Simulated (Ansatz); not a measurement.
Geometry optimisation, Ansatz 0.2.0, RKS PBE0-D4/STO-3G.

Input file:

```yaml
crystal:
  periodic: [false, false, false]
  atoms:
    - { symbol: C, position_ang: [0.7942, -2.5881, 0.1432] }
    - { symbol: C, position_ang: [0.3957, -1.386, 0.7042] }
    - { symbol: C, position_ang: [1.0126, -0.0565, 0.372] }
    - { symbol: Si, position_ang: [-0.0067, 1.3006, -0.236] }
    - { symbol: "N", position_ang: [-0.9255, 0.9072, -1.657] }
    - { symbol: "N", position_ang: [-1.4547, 1.5494, 0.7126] }
    - { symbol: H, position_ang: [0.2748, -3.4664, 0.4095] }
    - { symbol: H, position_ang: [1.561, -2.5824, -0.6316] }
    - { symbol: H, position_ang: [-0.3798, -1.3741, 1.5037] }
    - { symbol: H, position_ang: [1.8514, -0.1982, -0.3235] }
    - { symbol: H, position_ang: [1.5228, 0.2974, 1.3232] }
    - { symbol: H, position_ang: [0.6132, 2.5889, -0.415] }
    - { symbol: H, position_ang: [-1.701, 1.6478, -1.7577] }
    - { symbol: H, position_ang: [-0.3442, 1.0351, -2.4274] }
    - { symbol: H, position_ang: [-2.0439, 0.695, 0.6096] }
    - { symbol: H, position_ang: [-1.1929, 1.6075, 1.7145] }
basis:
  gaussian: { orbitals: STO-3G }
hamiltonian:
  xc: pbe0
  dispersion: d4
relax:
  f_tol: 0.02
  max_steps: 40
```

Launched with:

```bash
$ ansatz run input.yaml --threads 1 --pin off --max-ram 2048MiB --backend cpu --events-out ev --progress --plain --runs-dir out
```

Problem. Where does it end, and by what steps?

Solution. It converged. Limits of this set-up: minimal basis. After 15 steps the energy has fallen by 0.919 eV; H14 moved furthest, 0.63 Å.

```json
{"step": "0", "energy less start (eV)": "0.0000", "largest force component (eV/Å)": "4.844", "accepted": "yes"}
{"step": "1", "energy less start (eV)": "-0.7807", "largest force component (eV/Å)": "1.089", "accepted": "yes"}
{"step": "2", "energy less start (eV)": "-0.8002", "largest force component (eV/Å)": "1.370", "accepted": "yes"}
{"step": "3", "energy less start (eV)": "-0.8593", "largest force component (eV/Å)": "0.607", "accepted": "yes"}
{"step": "4", "energy less start (eV)": "-0.8847", "largest force component (eV/Å)": "0.412", "accepted": "yes"}
{"step": "5", "energy less start (eV)": "-0.9075", "largest force component (eV/Å)": "0.193", "accepted": "yes"}
{"step": "6", "energy less start (eV)": "-0.9136", "largest force component (eV/Å)": "0.101", "accepted": "yes"}
{"step": "7", "energy less start (eV)": "-0.8938", "largest force component (eV/Å)": "0.529", "accepted": "no"}
{"step": "8", "energy less start (eV)": "-0.9163", "largest force component (eV/Å)": "0.099", "accepted": "yes"}
{"step": "9", "energy less start (eV)": "-0.9178", "largest force component (eV/Å)": "0.081", "accepted": "yes"}
{"step": "10", "energy less start (eV)": "-0.9182", "largest force component (eV/Å)": "0.040", "accepted": "yes"}
{"step": "11", "energy less start (eV)": "-0.9183", "largest force component (eV/Å)": "0.040", "accepted": "yes"}
{"step": "12", "energy less start (eV)": "-0.9184", "largest force component (eV/Å)": "0.067", "accepted": "yes"}
{"step": "13", "energy less start (eV)": "-0.9184", "largest force component (eV/Å)": "0.048", "accepted": "no"}
{"step": "14", "energy less start (eV)": "-0.9186", "largest force component (eV/Å)": "0.021", "accepted": "yes"}
{"step": "15", "energy less start (eV)": "-0.9186", "largest force component (eV/Å)": "0.016", "accepted": "yes"}
```

```xyz
16
Properties=species:S:1:pos:R:3
C 0.647 -2.429 -0.059
C 0.464 -1.345 0.691
C 1.086 0.013 0.430
Si -0.169 1.299 -0.163
N -0.838 0.694 -1.676
N -1.564 1.574 0.870
H 0.155 -3.378 0.169
H 1.296 -2.419 -0.939
H -0.202 -1.404 1.563
H 1.880 -0.086 -0.321
H 1.557 0.383 1.352
H 0.526 2.573 -0.232
H -1.415 1.426 -2.147
H -0.083 0.467 -2.361
H -2.079 0.685 1.054
H -1.282 1.923 1.813
```

Whether the end is a true minimum wasn't checked by a vibrational analysis.

Time of the run: 46 s on 1 thread of Intel(R) Xeon(R) 6975P-C (Granite Rapids) (shared host), peak memory 0.14 GiB.
